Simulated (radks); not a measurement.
Values are calculated unless marked as measured or tabulated.
Question: Ionisation of neutral nitrogen, [He] 2s2 2p3, to [He] 2s2 2p2 as the strength of local exchange is varied. Code: a radial shooting solver on a logarithmic mesh with Libxc functionals. Model: Dirac Kohn-Sham, Slater X-alpha exchange (alpha = 2/3 is LDA exchange), no correlation, spin-unpolarised, spherical densities, finite nucleus; open shells fill j = l - 1/2 first; Fermi nuclear charge, rms radius 2.5582 fm.

alpha  E(N) (hartree)  exchange (hartree)  IE (eV)  -e of the level emptied (eV)  <r> of it (bohr)
0.621       -53.21310            -5.24435   11.768                 5.507 (2p3/2)             1.535
0.655       -53.50088            -5.55638   12.215                 5.871 (2p3/2)             1.515
0.667       -53.60275            -5.66711   12.374                 6.002 (2p3/2)             1.509
0.914       -55.73526            -8.01604   15.877                 8.945 (2p3/2)             1.387
?           -56.51131            -8.88487   17.222                10.107 (2p3/2)             1.350

Which alpha was used in the last row?

Answer: alpha = 1.002. NIST Atomic Spectra Database: 14.534 eV (measured). The Delta-SCF value meets it near alpha = 0.82. Spin polarisation and multiplet splitting are left out, so open shells lie too high by an amount that depends on their filling.

Beside tabulated values, note that spin-unpolarised runs miss the spin-polarisation part of the exchange energy of open shells.
